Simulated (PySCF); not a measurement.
Levels of Ir⁴⁶⁺ from EOM-EA-GCCSD

Reference: closed-shell Ir⁴⁷⁺, [Ar] 3d10 4s2; one electron is added. Calculated with PySCF 2.14, two-component X2C-1e with screened spin-orbit coupling, an uncontracted even-tempered set (18 s from 2.8 bohr⁻², ratio 2.6; 15 p from 3.6 bohr⁻², ratio 2.6; 10 d from 3.6 bohr⁻², ratio 2.6; 6 f from 3.7 bohr⁻², ratio 2.8); frozen [Ar]; the 92 highest virtual spinors dropped; of the others 68 kept and the rest restored at second order. No Breit or QED terms. Binding energies in eV.

```csv
level,Koopmans
4p1/2,2499.9
4p3/2,2377.5
```

(1) How does correlation move these levels?

For comparison, the ionisation energy of Ir⁴⁶⁺ is 2500 ± 4 eV (theoretical estimate listed by NIST; NIST Atomic Spectra Database, ionization energies).

Answers

(1) 4p1/2: second order 2501.5, EOM-CCSD 2501.3; 4p3/2: second order 2379.4, EOM-CCSD 2379.4.
